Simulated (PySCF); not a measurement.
Isomers of C4H15NOSi3, mass 177.046 u with the commonest isotopes. Level of theory: PBE0/pcSseg-1 in PySCF (dipole) on a GFN2-xTB geometry, gas phase. One conformer each, none proved a minimum here; rigid rotors.

Question: Order these by rotational constant B, largest first.
A. `[CH3:1][CH2:2][C@@H:3]1[CH2:4][SiH2:5][NH:6][Si@H:7]1[O:8][SiH3:9]` with C1–C2–C3–C4 -175°, N6–Si7–O8–Si9 40°, C2–C3–C4–Si5 -165°, C3–C4–Si5–N6 29°, C4–Si5–N6–Si7 -8°, Si5–N6–Si7–O8 -132°
B. `[CH3:1][NH:2][Si@@H:3]1[CH2:4][SiH2:5][CH2:6][Si@@H:7]([OH:8])[CH2:9]1` with C1–N2–Si3–C4 179°, C6–Si7–O8–H -47°, N2–Si3–C4–Si5 -171°, Si3–C4–Si5–C6 55°, C4–Si5–C6–Si7 -55°, Si5–C6–Si7–O8 -62°
C. `[CH3:1][NH:2][SiH2:3][Si@@H:4]([O:5][SiH3:6])[CH:7]1[CH2:8][CH2:9]1` with C1–N2–Si3–Si4 177°, N2–Si3–Si4–O5 180°, Si3–Si4–O5–Si6 5°, Si3–Si4–C7–C8 72°

Answer: A (790.1 MHz), B (700.0 MHz), C (610.3 MHz).

Question: Order these by out-of-plane moment Σ m c² = (Ia + Ib − Ic)/2, largest first.
A. `[CH3:1][NH:2][SiH2:3][Si@@H:4]([O:5][SiH3:6])[CH:7]1[CH2:8][CH2:9]1` with C1–N2–Si3–Si4 177°, N2–Si3–Si4–O5 180°, Si3–Si4–O5–Si6 5°, Si3–Si4–C7–C8 72°
B. `[CH3:1][NH:2][Si@@H:3]1[CH2:4][SiH2:5][CH2:6][Si@@H:7]([OH:8])[CH2:9]1` with C1–N2–Si3–C4 179°, C6–Si7–O8–H -47°, N2–Si3–C4–Si5 -171°, Si3–C4–Si5–C6 55°, C4–Si5–C6–Si7 -55°, Si5–C6–Si7–O8 -62°
C. `[CH3:1][CH2:2][C@@H:3]1[CH2:4][SiH2:5][NH:6][Si@H:7]1[O:8][SiH3:9]` with C1–C2–C3–C4 -175°, N6–Si7–O8–Si9 40°, C2–C3–C4–Si5 -165°, C3–C4–Si5–N6 29°, C4–Si5–N6–Si7 -8°, Si5–N6–Si7–O8 -132°

Answer: B (63.24 u·Å²), C (60.22 u·Å²), A (53.79 u·Å²).

| SMILES | point group | Ia (u·Å²) | Ib (u·Å²) | Ic (u·Å²) | κ | μa (D) | μb (D) | μc (D) |
| --- | --- | --- | --- | --- | --- | --- | --- | --- |
| CC[C@@H]1C[SiH2]N[Si@H]1O[SiH3] | C1 | 446.85 | 639.64 | 966.04 | -0.12 | 0.18 | 0.16 | 0.55 |
| CN[Si@@H]1C[SiH2]C[Si@@H](O)C1 | C1 | 363.77 | 721.92 | 959.20 | -0.60 | 0.07 | 0.46 | 0.40 |
| CN[SiH2][Si@@H](O[SiH3])C1CC1 | C1 | 439.48 | 828.11 | 1160.02 | -0.51 | 1.15 | 0.20 | 0.18 |
